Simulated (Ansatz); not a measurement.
Frontier orbitals of `C=CBC=[Se]`.

```xyz
10

C     0.383    0.810   -1.345
C    -0.620    0.056   -0.887
B    -0.591   -0.694    0.468
C     0.574   -0.578    1.460
Se    0.095    0.709    2.564
H     0.345    1.301   -2.313
H     1.281    0.980   -0.758
H    -1.495   -0.060   -1.524
H    -1.493   -1.421    0.778
H     1.520   -1.103    1.558
```

Charge 0, multiplicity 1. Correlated methods include outer-core shells of Se, which these sets cover unevenly. Scalar relativity is left out up to krypton. The structure was optimised at the PBE0-D4/def2-TZVP level. It is one conformer, not always the lowest. Basis def2-TZVPP, Ansatz.

Orbital energies of one run (eV). Highest occupied ones, from the top: -9.02, -10.51, -11.26, -12.31, -12.85, -13.71, -15.11, -16.16, -17.41, -19.58, -20.14, -24.79, -25.52, -59.11. Empty: -0.55, 0.33, 3.06, 3.51, 3.64, 4.40.

Which functional gave them?
A. r2SCAN
B. LC-ωPBE
C. PBE0
D. CAM-B3LYP

B. HOMO energies: LC-ωPBE -9.02, PBE0 -6.48, r2SCAN -5.63, CAM-B3LYP -7.69 eV.

LC-ωPBE has ω = 0.4 bohr⁻¹.
